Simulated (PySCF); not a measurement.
Compound: C3F8.
Bonds: F1–C2, C2–F3, C2–F4, C2–C5, C5–F6, C5–F7, C5–C8, C8–F9, C8–F10, C8–F11.

The geometry is computed with GFN2-xTB (gas phase).

Give the optimised bond lengths and angles.

```
                  bond  length (pm)   order
F1–C2 and 5 like bonds        132.7  single
          C2–C5, C5–C8        155.9  single
          C5–F6, C5–F7        134.4  single
```

Bonds in one row agree within 1 pm and their mean is given. Orders are formal, as drawn. A selection of angles:
```
   angle  degrees
F1–C2–F3    108.2
F1–C2–C5    110.9
F4–C2–C5    110.4
C2–C5–F6    108.9
C2–C5–C8    113.2
F6–C5–F7    107.6
```

Torsions: F1–C2–C5–F6 179° (antiperiplanar); C2–C5–C8–F9 60° (synclinal).

Of the pairs four or more bonds apart, F3···F11 is among the closest relative to their van der Waals radii: 2.71 Å, 92 % of the sum of Bondi's values.

Point group: C2v (tolerance 0.08 Å). GFN2-xTB frequencies: not computed here.
